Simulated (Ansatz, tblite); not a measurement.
Removing and adding an electron: Ge3H. Charge 0, multiplicity 2. Geometry: PBE0-D4/def2-SVP. Ansatz, gas phase; energy differences of separate SCF runs; the oxidised species is a triplet (the singlet lies 0.17 eV higher at PBE0-D4/def2-TZVP); the reduced species is a singlet (the triplet lies 1.57 eV higher at PBE0-D4/def2-TZVPD).

```xyz
4

Ge   -0.314    1.738   -0.595
Ge    0.879    0.235    0.929
Ge   -0.803   -0.655   -0.786
H     0.238   -1.318    0.451
```

The xTB rows come from tblite. The structure comes from a short search, and lower isomers may exist.

```tsv
level	−HOMO (eV)	vertical IE (eV)	−LUMO (eV)	vertical EA (eV)	HOMO–LUMO gap (eV)	IE − EA (eV)	remarks
GFN1-xTB	–	11.67	–	–	–	–	–
GFN2-xTB	–	11.57	–	3.99	–	7.58	–
PBE-D4/def2-TZVP	5.50	8.13	4.68	–	0.82	–	–
PBE-D4/def2-TZVPD	5.55	–	4.72	2.25	0.83	–	HOMO above zero (-1 singlet)
r2SCAN-D4/def2-TZVP	5.76	8.22	4.55	–	1.20	–	–
r2SCAN-D4/def2-TZVPD	5.78	–	4.57	2.29	1.21	–	–
PBE0-D4/def2-TZVP	6.34	8.17	3.96	–	2.38	–	–
PBE0-D4/def2-TZVPD	6.37	–	3.98	2.29	2.39	–	–
```

   A HOMO above zero means that the electron is unbound at that level or that self-interaction error raises the level; the energy of removing that electron tells which. HOMO and LUMO are the levels of the spin that leaves or enters (xTB has no such levels and no spin-polarisation term). Other spin states of the ions may lie lower, which would lower the ionisation energy or raise the affinity. Raw xTB energy differences between charge states are shifted by several eV; the methods need an empirical correction for them.
